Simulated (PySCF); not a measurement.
Computed with r2SCAN-D4/def2-TZVP (PySCF). Isolated molecules, 0 K electronic values unless said otherwise. Excitations are Tamm–Dancoff values on a coarser integration grid. The basis has no diffuse functions, so Rydberg states are missing or too high.

Reference species (SMILES): `Br[SiH2]Br` (neutral, multiplicity 1).

| Item | Value |
|---|---|
| HOMO | -7.69 eV |
| dipole moment | 1.04 D |
| S1–T1 gap (TDA) | 0.43 eV |

Changed species: `Br[SiH](Br)Br` (1 of 4 Br replaced by H; the reference has 2 of 4 Br replaced by H).

### Question
What does the change do to the HOMO, dipole moment and S1–T1 gap (TDA)?

### Answer
the HOMO rises by 0.02 eV, to -7.67 eV; the dipole moment falls by 0.42 D, to 0.62 D; the S1–T1 gap (TDA) decreases by 0.05 eV, to 0.38 eV.
